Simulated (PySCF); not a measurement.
Ligand exchange on a metal centre used in film growth or etching (Nb Cl-NH2). Gas-phase values, no solvent. One relaxed conformer stands for each flexible species; it need not be the lowest.

The numbers are results of TPSSh-D3(BJ)/def2-TZVP // r2SCAN-D4/def2-SVP run with PySCF 2.14.0, not measurements. 

```csv
species,charge on the central atom (Mulliken) (e),HOMO (eV),mean distance from the central atom to its bonded neighbours (Å)
1 of 5 Cl replaced by NH2 ([Nb(Cl)4(NH2)]),1.35,-8.02,2.244
2 of 5 Cl replaced by NH2 ([Nb(Cl)3(NH2)2]),1.40,-7.63,2.192
3 of 5 Cl replaced by NH2 ([Nb(Cl)2(NH2)3]),(withheld),-6.79,2.132
4 of 5 Cl replaced by NH2,1.63,(withheld),2.075
5 of 5 Cl replaced by NH2,(withheld),-5.69,2.012
```

Problem. Fill in the missing entries.

Solution. 
- 3 of 5 Cl replaced by NH2 ([Nb(Cl)2(NH2)3]), charge on the central atom (Mulliken) (e): 1.56
- 4 of 5 Cl replaced by NH2, HOMO (eV): -6.38
- 5 of 5 Cl replaced by NH2, charge on the central atom (Mulliken) (e): 1.77
